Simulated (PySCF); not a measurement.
## Löwdin shares of the frontier orbitals

Species: C5H9NSi.
Z-matrix (Å and degrees, PBE0-D3(BJ)/def2-SVP geometry), rows numbered from 1:
```
C 
C   1  1.4930
C   2  1.4300  1  126.86
C   3  1.3726  2  107.67  1   179.81
N   4  1.3804  3  108.82  2    -0.18
Si  5  1.7672  4  125.95  3   176.09
C   2  1.3767  1  126.88  3   179.71
H   1  1.1020  2  111.47  3    58.44
H   1  1.1022  2  111.57  3   -61.09
H   1  1.0996  2  111.32  3   178.67
H   3  1.0890  2  126.49  1     0.20
H   4  1.0888  3  130.31  2  -179.62
H   6  1.4921  5  111.20  4  -104.11
H   6  1.4884  5  106.40  4    15.86
H   6  1.4903  5  108.92  4   135.81
H   7  1.0896  2  129.44  1     0.05
```

Computed, not measured: PySCF 2.14.0, density-fitted response routines, TDDFT wB97X-D/def2-SVPD, vertical, gas phase, core orbitals frozen in the response.

Kohn–Sham orbitals with the atoms that hold most of them (Löwdin shares over 4%, at most four atoms; ? is withheld):

| orbital | ε (eV) | atoms |
| --- | --- | --- |
| LUMO+2 | 2.35 | Si6 17%, C4 16%, C7 14%, N5 13% |
| LUMO+1 | 2.14 | Si6 55%, H13 12%, H14 9%, H15 8% |
| LUMO | 1.93 | Si6 41%, H15 11%, H13 10%, H14 10% |
| HOMO | -7.91 | ? |
| HOMO-1 | -8.64 | ? |
| HOMO-2 | -11.70 | C1 19%, C2 18%, C3 17%, H10 12% |
| HOMO-3 | -11.79 | Si6 33%, H13 24%, H15 14%, N5 7% |

**Question.** Which atoms hold the HOMO-1, and with what shares?

**Answer.** C3 (bonded to 2 C and H) 28%; N5 (bonded to 2 C and Si) 26%; C2 (bonded to 3 C) 17%; C4 (bonded to C, N and H) 9%. By element: carbon 54% or more, nitrogen 26%.

**Question.** Which atoms hold the HOMO, and with what shares?

**Answer.** C7 (bonded to C, N and H) 29%; C4 (bonded to C, N and H) 24%; C2 (bonded to 3 C) 18%; C3 (bonded to 2 C and H) 10%.

**Question.** The HOMO–LUMO gap is 9.85 eV. Where does the response calculation put the lowest singlet, and from which orbitals?

**Answer.** S1 is at 5.92 eV (f = 0.0011), 3.93 eV below the gap, made of HOMO→LUMO (93%). Without the coupling terms of the response equations the lowest excitation would equal the gap.

**Question.** Give energy, strength and leading configuration of S1 and S5, and follow the Löwdin shares of the leading atoms from the occupied to the empty orbital.

**Answer.** 
- S1 (5.92 eV, f 0.0011), HOMO→LUMO (93%): C7 29% → at most 11%, C4 24% → at most 11%, Si6 at most 10% → 41%, H15 at most 10% → 11%
- S5 (6.62 eV, f 0.0036), HOMO-1→LUMO (84%): C3 28% → at most 11%, N5 26% → at most 11%, Si6 at most 9% → 41%, H15 at most 9% → 11%

The run took 2.5 min wall (with the writing of density and orbital grids) on Arm Neoverse V1, one thread, shared host, and the process peaked at 0.96 GiB of memory.
